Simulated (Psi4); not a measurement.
F2O (SMILES FOF), singlet, geometry from GFN2-xTB.

Here is a job for Psi4.
```
memory 2 GB

molecule {
0 1
F     0.01888970    1.09187156   -0.24723650
O    -0.02243225   -0.00276003    0.56897714
F     0.00105008   -1.08941820   -0.25852096
}

set {
  basis 6-31g*
}

energy('mp4')
print_variables()
```

### Question
What does this run give for the MP2 correlation energy, nuclear repulsion energy, number of basis functions, total energy?

### Answer

| Property | Value |
|---|---|
| MP2 correlation energy | -0.5428 Eh |
| nuclear repulsion energy | 75.4314 Eh |
| number of basis functions | 45 |
| total energy | -274.020413 Ha |
